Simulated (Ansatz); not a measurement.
Born–Oppenheimer molecular dynamics of Cl₃In (4 atoms, charge 0, multiplicity 1). It starts from a relaxed structure.

Computed with RKS PBE/def2-SVP (Ansatz 0.2.0).

```
ensemble        : NVT, Langevin thermostat
time step       : 8 fs
steps asked     : 40
set temperature : 100 K
friction        : 0.02 /fs
seed            : 719513
```

Frames 16 fs apart, positions in Å, forces in eV/Å.

Velocities at 0 fs (Å/ps):

```
In -0.08 0.55 0.19
Cl 2.47 -1.91 1.05
Cl -1.70 -1.10 0.16
Cl -0.51 1.22 -1.82
```

```xyz
4
Properties=species:S:1:pos:R:3:forces:R:3 time_fs=0 energy_less_start_eV=0.000 T=75
In 0.000 0.000 0.000 0.00 0.00 0.00
Cl 0.000 0.000 2.342 0.00 0.00 0.01
Cl 2.028 0.000 -1.171 0.02 0.00 -0.01
Cl -2.028 0.000 -1.171 -0.02 0.00 -0.01
4
Properties=species:S:1:pos:R:3:forces:R:3 time_fs=16 energy_less_start_eV=0.006 T=81
In -0.007 0.004 0.004 -0.24 -0.02 0.15
Cl 0.047 -0.030 2.362 -0.05 0.01 -0.20
Cl 2.017 -0.018 -1.158 0.12 0.01 -0.08
Cl -2.033 0.021 -1.202 0.16 0.01 0.13
4
Properties=species:S:1:pos:R:3:forces:R:3 time_fs=32 energy_less_start_eV=0.015 T=55
In -0.022 -0.002 0.006 0.03 -0.03 0.36
Cl 0.055 -0.051 2.387 -0.08 0.02 -0.49
Cl 2.028 -0.026 -1.140 -0.05 0.01 0.01
Cl -2.028 0.041 -1.223 0.10 0.00 0.12
4
Properties=species:S:1:pos:R:3:forces:R:3 time_fs=48 energy_less_start_eV=0.008 T=114
In -0.027 -0.019 0.031 -0.02 0.04 -0.15
Cl 0.034 -0.069 2.376 -0.07 -0.01 -0.06
Cl 2.034 -0.012 -1.105 -0.11 -0.01 0.03
Cl -2.026 0.080 -1.222 0.19 -0.02 0.17
4
Properties=species:S:1:pos:R:3:forces:R:3 time_fs=64 energy_less_start_eV=0.007 T=53
In -0.023 -0.033 0.038 -0.07 0.08 -0.15
Cl 0.028 -0.090 2.373 -0.06 -0.03 0.09
Cl 2.032 0.009 -1.085 0.04 -0.02 -0.05
Cl -2.012 0.112 -1.210 0.10 -0.03 0.11
4
Properties=species:S:1:pos:R:3:forces:R:3 time_fs=80 energy_less_start_eV=0.020 T=48
In -0.021 -0.046 0.047 -0.35 0.12 -0.22
Cl 0.047 -0.114 2.364 -0.07 -0.04 0.33
Cl 2.002 0.027 -1.080 0.37 -0.02 -0.23
Cl -1.994 0.133 -1.219 0.05 -0.05 0.11
4
Properties=species:S:1:pos:R:3:forces:R:3 time_fs=96 energy_less_start_eV=0.020 T=27
In -0.025 -0.038 0.053 -0.41 0.10 -0.04
Cl 0.059 -0.143 2.382 -0.09 -0.04 0.14
Cl 1.990 0.040 -1.081 0.42 -0.02 -0.25
Cl -1.993 0.147 -1.224 0.08 -0.05 0.15
4
Properties=species:S:1:pos:R:3:forces:R:3 time_fs=112 energy_less_start_eV=0.015 T=90
In -0.035 -0.033 0.045 0.01 0.05 0.27
Cl 0.046 -0.181 2.410 -0.09 0.00 -0.36
Cl 2.009 0.036 -1.097 0.05 -0.02 -0.03
Cl -2.000 0.163 -1.226 0.03 -0.03 0.12
4
Properties=species:S:1:pos:R:3:forces:R:3 time_fs=128 energy_less_start_eV=0.044 T=87
In -0.056 -0.027 0.047 0.79 -0.02 0.36
Cl 0.029 -0.228 2.432 -0.08 0.04 -0.65
Cl 2.033 0.023 -1.130 -0.54 -0.03 0.31
Cl -2.011 0.185 -1.202 -0.17 0.00 -0.03
4
Properties=species:S:1:pos:R:3:forces:R:3 time_fs=144 energy_less_start_eV=0.049 T=40
In -0.064 -0.022 0.057 1.02 -0.04 0.15
Cl 0.026 -0.244 2.425 -0.07 0.04 -0.48
Cl 2.024 0.007 -1.157 -0.68 -0.02 0.42
Cl -2.014 0.203 -1.183 -0.27 0.02 -0.09
4
Properties=species:S:1:pos:R:3:forces:R:3 time_fs=160 energy_less_start_eV=0.014 T=121
In -0.055 -0.019 0.072 0.34 0.02 -0.36
Cl 0.029 -0.241 2.399 -0.05 0.00 0.02
Cl 1.975 -0.024 -1.167 -0.32 0.00 0.23
Cl -2.031 0.222 -1.175 0.03 -0.01 0.11
4
Properties=species:S:1:pos:R:3:forces:R:3 time_fs=176 energy_less_start_eV=0.023 T=90
In -0.035 -0.017 0.077 -0.71 0.06 -0.31
Cl 0.013 -0.227 2.390 -0.03 -0.01 0.24
Cl 1.917 -0.056 -1.163 0.42 -0.01 -0.22
Cl -2.051 0.216 -1.163 0.31 -0.04 0.28
```

Of the whole run (320 fs, mean temperature of the second half 82 K): The mean temperature of the second half is 18 % below the set value. A run of 0.32 ps of so small a system gives no equilibrium averages.

Run time: 67 s on 1 thread of Intel(R) Xeon(R) Platinum 8375C CPU @ 2.90GHz (Ice Lake), with other jobs on the host, peak memory 0.13 GiB.
